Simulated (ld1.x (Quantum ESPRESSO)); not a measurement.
Which change was made? (Cl, TM semilocal)

- Element: Cl (Z = 17)
- Generator: ld1.x (Quantum ESPRESSO) 7.5
- Type: norm-conserving Troullier–Martins (semilocal form)
- Functional: PBEsol
- Relativity: scalar-relativistic
- Frozen core: [Ne]
- Valence charge: 7
- Reference configuration: 3s2 3p5
- Partial waves: 3p (bound): rc 1.25 bohr; 3s (bound): rc 1.25 bohr
- Local potential: the s channel
- Core correction: a·sin(br)/r model core, default radius (core density twice the valence density)

Cutoffs, loose and tight: the cutoffs (Ry, on a coarse ladder) from which the occupation-weighted sum of valence levels, in a spherical-Bessel basis at the reference potential, stays within 10 and 1 mRy of its value at 400 Ry. They do not see the model core or the augmentation charge, which bear on the density cutoff. Test errors are all-electron minus pseudo excitation energies from the reference, over the configurations 3s2 3p4; 3s2 3p3; 3s2 3p2; 3s2 3p5.3; 3s1 3p5; 3s1 3p6; 3s2 3p1; variants that change the core or the reference have their own tests.

The base gives: outcome: generated; cutoff, loose: 55 Ry; cutoff, tight: 80 Ry; bound ghosts: none; largest test error (meV): +191.

(1) After one change the result is: outcome: generated, misses its reference levels by 1.48 eV; bound ghosts: none; largest test error (meV): +8350. Which change was it?
A. type ultrasoft, which also changes the form from semilocal to separable; waves now 3s (bound): rcut 1.10, rcutus 1.25 bohr; 3s channel at -1 Ry: rcut 1.10, rcutus 1.25 bohr; 3p (bound): rcut 1.10, rcutus 1.25 bohr; 3p channel at -0.2 Ry: rcut 1.10, rcutus 1.25 bohr; local potential all-electron potential smoothed inside 0.95 bohr (lloc = -1); augmentation built from norm-conserving waves at rcut, not smoothed further
B. all radii but the core radius scaled by about 1.33 (s 1.66, p 1.66 bohr)
C. reference 3s1.75 3p5.25
D. core [He], valence charge 15; reference 2s2 2p6 3s2 3p5; waves now 2s (bound): rc 0.50 bohr; 2p (bound): rc 0.80 bohr; local potential the p channel; core correction none

Results:

(1) D. The others give: reference 3s1.75 3p5.25 → outcome: generated; cutoff, loose: 55 Ry; cutoff, tight: 80 Ry; bound ghosts: none; largest test error (meV): +77 | all radii but the core radius scaled by about 1.33 (s 1.66, p 1.66 bohr) → outcome: generated; cutoff, loose: 35 Ry; cutoff, tight: 55 Ry; bound ghosts: none; largest test error (meV): +296 | type ultrasoft, which also changes the form from semilocal to separable; waves now 3s (bound): rcut 1.10, rcutus 1.25 bohr; 3s channel at -1 Ry: rcut 1.10, rcutus 1.25 bohr; 3p (bound): rcut 1.10, rcutus 1.25 bohr; 3p channel at -0.2 Ry: rcut 1.10, rcutus 1.25 bohr; local potential all-electron potential smoothed inside 0.95 bohr (lloc = -1); augmentation built from norm-conserving waves at rcut, not smoothed further → outcome: generated; cutoff, loose: 25 Ry; cutoff, tight: 55 Ry; bound ghosts: none; largest test error (meV): +95. In the semilocal form every listed channel keeps its own potential, so the choice of the local channel does not act on these tests. It acts once the file is put into the separable form.
